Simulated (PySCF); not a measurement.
C3H2, SMILES [C][C][CH2] (connectivity only; charge and spin as stated), neutral, multiplicity 1.

Geometry: PBE0-D3(BJ)/def2-TZVP.

Two levels are set side by side: TDA-PBE/def2-TZVPD (PySCF) and ADC(2)/aug-cc-pVDZ (PySCF). Vertical, same geometry; the bases differ. Differences are taken from unrounded values.

```tsv
quantity	ADC(2)
lowest singlet excitation (eV)	2.10
```

### Question
What does TDA-PBE give, and how far is it from ADC(2)? (An estimate is asked for; the answer gives what the named calculation found.)

### Answer

| quantity | TDA-PBE | TDA-PBE minus ADC(2) |
|---|---|---|
| lowest singlet excitation (eV) | 1.86 | -0.24 |

Functionals without exact exchange tend to place singlet excitations lower, as here. Differences between two approximate levels are no errors against the true value.

Rough cost on one machine, each run with all the roots and properties that it gave: ADC(2) against TDA-PBE about 2 times.
